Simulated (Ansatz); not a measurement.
C2H9AlSi (`[CH3][AlH][SiH2]C`), relaxed with RKS PBE0-D4/def2-TZVP in the Gaussian-basis code of Ansatz from a PBE-D4/def2-SVP geometry. The force threshold is 0.005 eV/Å; the program also tests the step.

The species carries charge 0 and has multiplicity 1.

Start:

```xyz
13

C    -1.448    1.332    1.354
Al   -1.191   -0.567    0.883
Si    0.594   -1.303   -0.654
C     1.663    0.125   -1.331
H    -1.393    1.473    2.456
H    -0.711    2.014    0.884
H    -2.464    1.671    1.054
H    -2.188   -1.649    1.535
H    -0.007   -2.062   -1.819
H     1.495   -2.300    0.046
H     2.156    0.675   -0.503
H     1.041    0.848   -1.896
H     2.453   -0.257   -2.010
```

```tsv
step	energy (eV)	largest force (eV/Å)	largest move (Å)
1	-16687.5427	0.507	0.000
2	-16687.5804	0.141	0.024
3	-16687.5837	0.022	0.008
4	-16687.5838	0.005	0.004
```

End:

```xyz
13

C    -1.445    1.325    1.350
Al   -1.187   -0.557    0.882
Si    0.595   -1.288   -0.652
C     1.657    0.117   -1.326
H    -1.388    1.462    2.435
H    -0.719    1.997    0.886
H    -2.447    1.657    1.054
H    -2.172   -1.635    1.523
H    -0.001   -2.036   -1.802
H     1.484   -2.273    0.041
H     2.146    0.658   -0.513
H     1.045    0.832   -1.881
H     2.431   -0.261   -1.997
```

Hardware: 4 threads of a server CPU on a shared host. Wall time 14 s, peak host memory 0.46 GiB.
